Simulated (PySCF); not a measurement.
C2H4FNOSi.

```xyz
10

N      2.6830     0.6984     0.7646
C      1.7724     0.2646     0.1989
C      0.5651    -0.2377    -0.4658
F      0.4317    -1.6082    -0.2649
Si    -1.0136     0.5865     0.2480
O     -2.3272    -0.0126    -0.5689
H      0.6540    -0.0500    -1.5499
H     -1.0333     0.2555     1.6976
H     -0.9460     2.0434    -0.0084
H     -2.5585    -0.9366    -0.4265
```
Charge 0, spin multiplicity 1.

The structure is a stationary point at ωB97X-D3(BJ)/def2-SVP. The structure was generated by enumeration; whether it is a known compound was not checked. The values are those of a single conformer.

Method: HF/pcSseg-1 (PySCF). Non-relativistic, no solvent.

Computed absolute GIAO shielding of each atom: isotropic value and principal components (ppm):
```tsv
atom	σ(iso)	σ11	σ22	σ33	span
N1	-71.8	-252.2	-209.1	245.9	498.1
C2	69.6	-52.2	-49.8	310.8	363.1
C3	123.6	85.8	111.4	173.6	87.8
F4	470.4	422.3	445.3	543.5	121.2
Si5	418.8	393.6	407.3	455.4	61.8
O6	327.4	315.8	324.4	342.1	26.4
H7	27.0	24.4	26.0	30.6	6.2
H8	27.1	23.7	26.1	31.6	7.9
H9	27.4	24.1	26.0	32.2	8.1
H10	29.5	20.8	24.5	43.3	22.5
```
